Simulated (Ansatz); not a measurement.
```yaml
crystal:
  periodic: [false, false, false]
  atoms:
    - {symbol: C, position_ang: [2.365262, -0.461714, -1.601802]}
    - {symbol: S, position_ang: [1.502126, 1.367804, -1.423418]}
    - {symbol: Ge, position_ang: [0.218594, 0.335475, -0.164785]}
    - {symbol: S, position_ang: [-1.050341, -1.335143, -1.313004]}
    - {symbol: C, position_ang: [-1.713060, -0.402764, -2.670058]}
    - {symbol: S, position_ang: [-1.081257, 1.585135, 0.834228]}
    - {symbol: C, position_ang: [-2.652058, 0.542695, 1.683011]}
    - {symbol: S, position_ang: [0.934471, -1.312373, 1.480801]}
    - {symbol: C, position_ang: [1.517114, 0.291859, 2.704563]}
    - {symbol: H, position_ang: [3.429572, 0.212900, -2.517608]}
    - {symbol: H, position_ang: [2.816259, -0.492628, -0.796207]}
    - {symbol: H, position_ang: [1.741880, -0.778351, -2.222115]}
    - {symbol: H, position_ang: [-2.220864, -0.779539, -3.342954]}
    - {symbol: H, position_ang: [-2.417309, 0.447012, -2.117062]}
    - {symbol: H, position_ang: [-1.090977, 0.448643, -3.009683]}
    - {symbol: H, position_ang: [-3.073563, 1.309583, 2.022131]}
    - {symbol: H, position_ang: [-2.251961, -0.040462, 2.324382]}
    - {symbol: H, position_ang: [-3.128023, -0.336677, 0.967083]}
    - {symbol: H, position_ang: [0.622507, 0.811860, 2.755641]}
    - {symbol: H, position_ang: [2.445520, 0.468675, 1.952615]}
    - {symbol: H, position_ang: [2.161419, -0.414850, 3.514460]}
basis:
  gaussian: {orbitals: def2-SVPD}
hamiltonian: {xc: {name: revPBE}}
output: {forces: true}
```

```sh
$ ansatz run in.yaml --threads 4 --pin off --events-out ev --progress --plain --max-ram 46080MiB --backend cuda --devices 0, --max-vram 37GiB
```

It prints (some lines left out):

```
Functional definition: revPBE
2933 factors; their error is unknown
mean field evaluation 1: about -104137.8808 eV, gradient 9.5e1 eV
mean field evaluation 2: about -104085.0893 eV, gradient 1.5e2 eV
mean field evaluation 4: about -104159.5906 eV, gradient 1.7e1 eV
mean field evaluation 8: about -104160.5340 eV, gradient 3.9e-1 eV
mean field evaluation 16: about -104160.4453 eV, gradient 4.2e-3 eV
mean field -104160.44526212 eV, -3827.8257608974 hartree, gradient 4.2e-5 eV, S^2 0.000000; 0 other end points of the search recorded, 0 dependent functions left out
reference -104160.44536241 eV, -3827.8257645829 hartree; 66, 66 occupied and 256, 256 virtual orbitals, 2933 factors
Total energy: -104160.44536241 eV, -3827.8257645829 hartree
Atom 0 at     2.365262    -0.461714    -1.601802 Å, force     4.159635     9.400900    -6.348803 eV/Å
Atom 1 at     1.502126     1.367804    -1.423418 Å, force     1.989985     0.230137    -1.103463 eV/Å
Atom 2 at     0.218594     0.335475    -0.164785 Å, force    -1.340928    -5.201661     0.823712 eV/Å
Atom 3 at    -1.050341    -1.335143    -1.313004 Å, force     1.067884    -0.582798     0.632627 eV/Å
Atom 4 at    -1.713060    -0.402764    -2.670058 Å, force     3.192113     8.714176     8.580044 eV/Å
Atom 5 at    -1.081257     1.585135     0.834228 Å, force    -3.546118     1.686812     2.060936 eV/Å
Atom 6 at    -2.652058     0.542695     1.683011 Å, force     2.324573    -4.592790   -10.075162 eV/Å
Atom 7 at     0.934471    -1.312373     1.480801 Å, force     0.090866     2.082222     0.045491 eV/Å
Atom 8 at     1.517114     0.291859     2.704563 Å, force     6.516651    -6.100369    -1.821346 eV/Å
Atom 9 at     3.429572     0.212900    -2.517608 Å, force    -2.506348    -2.242530     2.252646 eV/Å
Atom 10 at     2.816259    -0.492628    -0.796207 Å, force     4.416323    -1.879398     8.474032 eV/Å
Atom 11 at     1.741880    -0.778351    -2.222115 Å, force    -5.535240    -4.610054    -5.157627 eV/Å
Atom 12 at    -2.220864    -0.779539    -3.342954 Å, force    -5.207419    -4.716041    -7.174727 eV/Å
Atom 13 at    -2.417309     0.447012    -2.117062 Å, force     0.463366    -2.026654    -1.162376 eV/Å
Atom 14 at    -1.090977     0.448643    -3.009683 Å, force     0.904726    -0.772623    -0.715271 eV/Å
Atom 15 at    -3.073563     1.309583     2.022131 Å, force    -4.756623     6.723624     2.852582 eV/Å
Atom 16 at    -2.251961    -0.040462     2.324382 Å, force     3.495957    -4.035958     5.553722 eV/Å
Atom 17 at    -3.128023    -0.336677     0.967083 Å, force     0.611465     2.863209     0.958553 eV/Å
Atom 18 at     0.622507     0.811860     2.755641 Å, force    -1.670736     1.770531     0.789341 eV/Å
Atom 19 at     2.445520     0.468675     1.952615 Å, force    -2.248352     1.043752     1.705106 eV/Å
Atom 20 at     2.161419    -0.414850     3.514460 Å, force    -2.421780     2.245514    -1.170017 eV/Å
Dipole moment:     0.011978     0.277269     0.066822 e Å
```

Hardware: 4 threads of an AMD EPYC 7R13 on a shared host and a share of an NVIDIA H100 80 GB. Wall time 3.3 s, peak host memory 1.4 GiB.
